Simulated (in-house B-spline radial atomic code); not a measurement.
The numbers below are computed, except where a source is named.
**Mo in an electron gas of r_s = 4: phase shifts, screening and friction**

A nucleus sits in a uniform electron gas with a rigid positive background. The Kohn-Sham equations are solved self-consistently in the spin-unpolarised LDA (PW92), non-relativistic, on B-splines with outgoing waves at the boundary and partial waves to l = 8. The model has no lattice, no bands and no magnetic solution. Atomic units; δ_l are the phase shifts at the Fermi level, counted so that each bound state adds π, and good to about 0.0005. A narrow, partly filled d or f resonance in a thin gas would split by spin, so such rows rest on a solution that is probably unstable.

The density parameter is r_s = 4 bohr.

| l | δ_l (rad) |
| --- | --- |
| 0 | 12.8125 |
| 1 | 9.3391 |
| 2 | 5.0719 |
| 3 | -0.0313 |
| 4 | -0.0006 |
| 5 | -0.0001 |
| 6 | -0.0003 |
| 7 | -0.0004 |
| 8 | -0.0003 |

Bound levels below the band bottom (hartree): s -16.39, p -13.42, d -7.967, s -1.946, p -1.103 and deeper ones.

Question: Check the Friedel sum rule, and say where the screening charge sits.

Answer: k_F = (9π/4)^(1/3)/r_s = 0.47979. The rule is Z = (2/π) Σ (2l + 1) δ_l. The terms are s 8.157, p 17.836, d 16.144, f -0.139 and -0.014 beyond, in all 41.984 against Z = 42. Bound states hold 8 s, 18 p, 10 d electrons, so the scattering states carry 5.98 in all; where a term is smaller than its bound count, the bound level has drawn weight out of the band.

Question: Find the transport cross section and the electronic stopping of a 2 keV Mo ion (mass 95.95 u).

Answer: σ_tr = (4π/k_F²) Σ (l + 1) sin²(δ_l − δ_(l+1)). The terms for l = 0 to 3 are 0.1061, 1.6291, 2.5647, 0.0038, all together 4.3037, so σ_tr = 54.589 × 4.3037 = 234.934 bohr². With n = 3/(4π r_s³) = 0.00373, the friction coefficient is Q = n k_F σ_tr = 0.4205. For v well below v_F = 0.480, dE/dx = Q v; with 24801 eV per u at v = 1, v = √(2000/(24801 × 95.95)) = 0.0290, so dE/dx = 0.01219 hartree/bohr = 6.27 eV/nm. The largest term couples the d and f waves.
